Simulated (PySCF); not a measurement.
Nb(O)(F)2(OH) (F₂HNbO₂), SMILES [O]=[Nb]([OH])([F])[F], multiplicity 1. Coordinates come from a PBE-D3(BJ)/def2-SVP optimisation. The spin state was assumed, not searched. The structure was generated by enumeration; whether it is a known compound was not checked. The def2 effective core potentials stand for the cores of Nb; spin–orbit coupling is left out. One conformer was computed; it need not be the lowest.

Calculation: PBE-D3(BJ)/def2-SVP in PySCF 2.14.0.

Harmonic wavenumbers (cm⁻¹): 164, 177, 195, 237, 241, 411, 516, 678, 706, 743, 1005, 3761. Rotational constants (GHz): 3.308, 3.213, 2.796; symmetry number 1.

Q: Work out the zero-point energy and the ideal-gas rigid-rotor harmonic-oscillator thermochemistry at 298.15 K and 1 atm.

A: ZPE = ½ Σ hcν = ½ × 8833 cm⁻¹ = 52.83 kJ/mol. H − E(el) = 72.38 kJ/mol. Entropy in J/(mol K): translation 172.34, rotation 112.06, vibration 55.20, total 339.60. G − E(el) = -28.88 kJ/mol. Cp = 94.51 J/(mol K).
